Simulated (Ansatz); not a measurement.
CH$_{5}$AlO$_{3}$, relaxed with RKS PBE0-D4/def2-TZVP in Ansatz 0.2.0 from a PBE-D4/def2-SVP geometry. The force threshold is 0.005 eV/Å; the program also tests the step.

The species carries charge 0 and has multiplicity 1. The bonds changed during the relaxation, so this is another structure than the one it started from.

Start:

```xyz
10

O     1.034    0.124   -1.858
C    -0.981    0.451    0.522
O    -1.717   -0.471    0.865
O    -1.392    1.741    0.585
Al    0.900    0.120   -0.142
H     1.871    0.056   -2.342
H    -0.148   -1.811    0.412
H    -2.321    1.723    0.923
H     2.175    0.103    0.818
H     0.580   -2.035    0.217
```

```json
{"step": "1", "energy (eV)": "-13849.8287", "largest force (eV/Å)": "1.196", "largest move (Å)": "0.000"}
{"step": "2", "energy (eV)": "-13849.8761", "largest force (eV/Å)": "0.345", "largest move (Å)": "0.105"}
{"step": "3", "energy (eV)": "-13849.8811", "largest force (eV/Å)": "0.175", "largest move (Å)": "0.052"}
{"step": "4", "energy (eV)": "-13849.8828", "largest force (eV/Å)": "0.063", "largest move (Å)": "0.020"}
{"step": "5", "energy (eV)": "-13849.8831", "largest force (eV/Å)": "0.015", "largest move (Å)": "0.009"}
{"step": "6", "energy (eV)": "-13849.8833", "largest force (eV/Å)": "0.019", "largest move (Å)": "0.010"}
{"step": "7", "energy (eV)": "-13849.8835", "largest force (eV/Å)": "0.011", "largest move (Å)": "0.034"}
{"step": "8 (rejected)", "energy (eV)": "-13849.8835", "largest force (eV/Å)": "0.028", "largest move (Å)": "0.007"}
{"step": "9", "energy (eV)": "-13849.8836", "largest force (eV/Å)": "0.005", "largest move (Å)": "0.004"}
{"step": "10", "energy (eV)": "-13849.8836", "largest force (eV/Å)": "0.012", "largest move (Å)": "0.021"}
{"step": "11", "energy (eV)": "-13849.8836", "largest force (eV/Å)": "0.006", "largest move (Å)": "0.004"}
{"step": "12", "energy (eV)": "-13849.8836", "largest force (eV/Å)": "0.003", "largest move (Å)": "0.003"}
```

End:

```xyz
10

O     1.033    0.081   -1.822
C    -0.982    0.468    0.543
O    -1.684   -0.430    0.954
O    -1.417    1.741    0.550
Al    0.879    0.125   -0.136
H     1.865    0.011   -2.284
H    -0.086   -1.824    0.362
H    -2.319    1.738    0.913
H     2.123    0.127    0.837
H     0.589   -2.038    0.083
```

Run time 31 s (4 threads of an Arm Neoverse V2 on a shared host); peak host memory 0.44 GiB.
